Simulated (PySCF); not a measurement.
C6H9P.
InChI=1S/C6H9P/c1-3-4-7(2)5-6-7/h1H,2,4-6H2

Method used: TDDFT CAM-B3LYP/def2-SVPD, vertical, gas phase, core orbitals frozen in the response (PySCF). Geometry: GFN2-xTB, one conformer, isolated molecule. Torsions of this conformer, `[CH:1]#[C:2][CH2:3][P:4]1(=[CH2:5])[CH2:6][CH2:7]1`: C2–C3–P4–C5 -76°.

Computed states:

| state | E (eV) | f |
| --- | --- | --- |
| S1 | 4.75 | 0.094 |
| S2 | 4.95 | 0.109 |
| S3 | 5.68 | 0.061 |
| S4 | 6.18 | 0.0039 |
| S5 | 6.38 | 0.0089 |
| S6 | 6.44 | 0.0089 |
| S7 | 6.52 | 0.0070 |
| S8 | 6.55 | 0.0031 |

Broadening: Gaussians 0.3 eV wide at half height, area fixed by f = 4.319×10⁻⁹ ∫ε dν̃. The cross-section is σ = 3.8235×10⁻²¹ ε cm², given in Mb (10⁻¹⁸ cm²). The width is an assumption, not a result. The curve ends short of the highest state used, and states not computed would add to its high-energy end.

(1) Give the broadened spectrum and its maxima.

(2) On this curve, what absorbance would a 10⁻⁵ mol/L sample give at 266 nm over a 1 cm path?

(3) Coming from long wavelengths, where does ε first pass 100 L mol⁻¹ cm⁻¹?

Results:

(1) 
```json
{"λ (nm)": "208.2", "σ (Mb)": "2.42"}
{"λ (nm)": "209.7", "σ (Mb)": "4.26"}
{"λ (nm)": "211.1", "σ (Mb)": "6.90"}
{"λ (nm)": "212.6", "σ (Mb)": "10.58"}
{"λ (nm)": "214.0", "σ (Mb)": "14.35"}
{"λ (nm)": "215.5", "σ (Mb)": "18.01"}
{"λ (nm)": "216.9", "σ (Mb)": "20.31"}
{"λ (nm)": "218.4", "σ (Mb)": "21.04"}
{"λ (nm)": "219.8", "σ (Mb)": "19.98"}
{"λ (nm)": "221.3", "σ (Mb)": "17.33"}
{"λ (nm)": "222.7", "σ (Mb)": "14.04"}
{"λ (nm)": "224.2", "σ (Mb)": "10.34"}
{"λ (nm)": "225.6", "σ (Mb)": "7.24"}
{"λ (nm)": "227.1", "σ (Mb)": "4.59"}
{"λ (nm)": "228.5", "σ (Mb)": "2.83"}
{"λ (nm)": "230.0", "σ (Mb)": "1.64"}
{"λ (nm)": "231.4", "σ (Mb)": "1.06"}
{"λ (nm)": "232.9", "σ (Mb)": "0.93"}
{"λ (nm)": "234.3", "σ (Mb)": "1.25"}
{"λ (nm)": "235.8", "σ (Mb)": "2.16"}
{"λ (nm)": "237.2", "σ (Mb)": "3.67"}
{"λ (nm)": "238.7", "σ (Mb)": "6.18"}
{"λ (nm)": "240.1", "σ (Mb)": "9.50"}
{"λ (nm)": "241.6", "σ (Mb)": "14.14"}
{"λ (nm)": "243.0", "σ (Mb)": "19.36"}
{"λ (nm)": "244.5", "σ (Mb)": "25.62"}
{"λ (nm)": "245.9", "σ (Mb)": "31.65"}
{"λ (nm)": "247.4", "σ (Mb)": "37.82"}
{"λ (nm)": "248.9", "σ (Mb)": "43.19"}
{"λ (nm)": "250.3", "σ (Mb)": "47.16"}
{"λ (nm)": "251.8", "σ (Mb)": "50.14"}
{"λ (nm)": "253.2", "σ (Mb)": "51.71"}
{"λ (nm)": "254.7", "σ (Mb)": "52.20"}
{"λ (nm)": "256.1", "σ (Mb)": "51.65"}
{"λ (nm)": "257.6", "σ (Mb)": "50.09"}
{"λ (nm)": "259.0", "σ (Mb)": "47.80"}
{"λ (nm)": "260.5", "σ (Mb)": "44.54"}
{"λ (nm)": "261.9", "σ (Mb)": "40.82"}
{"λ (nm)": "263.4", "σ (Mb)": "36.26"}
{"λ (nm)": "264.8", "σ (Mb)": "31.65"}
{"λ (nm)": "266.3", "σ (Mb)": "26.58"}
{"λ (nm)": "267.7", "σ (Mb)": "21.95"}
{"λ (nm)": "269.2", "σ (Mb)": "17.34"}
{"λ (nm)": "270.6", "σ (Mb)": "13.50"}
{"λ (nm)": "272.1", "σ (Mb)": "10.01"}
{"λ (nm)": "273.5", "σ (Mb)": "7.35"}
{"λ (nm)": "275.0", "σ (Mb)": "5.12"}
{"λ (nm)": "276.4", "σ (Mb)": "3.55"}
{"λ (nm)": "277.9", "σ (Mb)": "2.32"}
{"λ (nm)": "279.3", "σ (Mb)": "1.53"}
{"λ (nm)": "280.8", "σ (Mb)": "0.94"}
{"λ (nm)": "282.2", "σ (Mb)": "0.59"}
{"λ (nm)": "283.7", "σ (Mb)": "0.34"}
{"λ (nm)": "285.1", "σ (Mb)": "0.20"}
{"λ (nm)": "286.6", "σ (Mb)": "0.11"}
{"λ (nm)": "288.0", "σ (Mb)": "0.06"}
```

Maxima: 255 nm (4.87 eV), ε about 14000, made up of S1 (41%) and S2 (59%); 218 nm (5.68 eV), ε about 5500, made up of S3 (100%) (ε in L mol⁻¹ cm⁻¹; maxima over ε = 5, shares over 10%).

(2) 266 nm is 4.661 eV, where ε is about 7200 L mol⁻¹ cm⁻¹, so A = ε c l ≈ 0.072 (Beer–Lambert, with the gas-phase spectrum and the assumed width).

(3) At about 283 nm (4.37 eV), 0.38 eV below S1.
